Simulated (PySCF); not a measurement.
**`C=C(C)/C=C\CF`, C6H9F**

Geometry (Å), atoms numbered from 1 in this order:
```xyz
16

C    -1.6703   -1.0410   -1.4342
C    -0.8057   -0.5273   -0.5572
C    -0.8966   -0.8812    0.8973
C     0.2244    0.3810   -1.0423
C     1.1980    1.0246   -0.3982
C     1.5467    1.0173    1.0554
F     2.6335    1.8326    1.2726
H    -2.4512   -1.7180   -1.1334
H    -1.6262   -0.8023   -2.4833
H    -1.0607    0.0083    1.5015
H    -1.7245   -1.5661    1.0634
H     0.0191   -1.3611    1.2355
H     0.1704    0.5466   -2.1116
H     1.8590    1.6595   -0.9737
H     1.8367    0.0226    1.4140
H     0.7396    1.4135    1.6829
```

Theory: PySCF, GIAO B97-2/pcSseg-1 magnetisability, rotational g tensor and spin-rotation constants, non-relativistic, gas phase. Geometry: GFN2-xTB.

(1) Give the nuclear spin-rotation constants along the inertial axes (H = +C I·J) beside the isotropic shieldings.

(2) How do the rotational constants and the g tensor change when H8, H9, H10, H11, H12, H13, H14, H15, H16 are replaced by deuterium?

Results:

(1) Rotational constants 6.7127, 1.2727, 1.0845 GHz. A star marks the isotopologue with that one atom substituted, in its own axes.
| atom | isotope | Caa (kHz) | Cbb (kHz) | Ccc (kHz) | mean (kHz) | σ (ppm) |
| --- | --- | --- | --- | --- | --- | --- |
| F7 | 19F | 2.164 | 0.158 | 0.572 | 0.965 | 415.8 |
| H8 | 1H | 0.108 | -0.031 | -0.130 | -0.018 | 26.6 |
| H9 | 1H | -0.595 | 0.102 | -0.132 | -0.208 | 26.7 |
| H10 | 1H | -0.490 | -0.121 | -0.023 | -0.211 | 29.9 |
| H11 | 1H | -0.084 | -0.073 | -0.129 | -0.095 | 29.9 |
| H12 | 1H | -0.492 | -0.121 | -0.023 | -0.212 | 29.9 |
| H13 | 1H | -0.544 | 0.110 | -0.127 | -0.187 | 25.7 |
| H14 | 1H | -0.294 | 0.058 | -0.129 | -0.122 | 25.9 |
| H15 | 1H | -0.701 | -0.047 | 0.024 | -0.241 | 26.0 |
| H16 | 1H | -0.701 | -0.048 | 0.024 | -0.241 | 26.0 |
| C1 | 13C* | 2.121 | 0.535 | 0.183 | 0.947 | 62.3 |
| C2 | 13C* | 2.547 | 0.642 | 0.144 | 1.111 | 39.4 |
| C3 | 13C* | 1.037 | 0.169 | 0.177 | 0.461 | 162.5 |
| C4 | 13C* | 2.196 | 0.597 | 0.178 | 0.990 | 51.8 |
| C5 | 13C* | 2.227 | 0.574 | 0.196 | 0.999 | 51.3 |
| C6 | 13C* | 1.254 | 0.336 | 0.300 | 0.630 | 101.3 |

For the geometry as given, no vibrational averaging.

(2) Constants 5.0460, 1.1574, 0.9643 GHz; g -0.0389, -0.0161, -0.0056, against -0.0517, -0.0176, -0.0062 before.
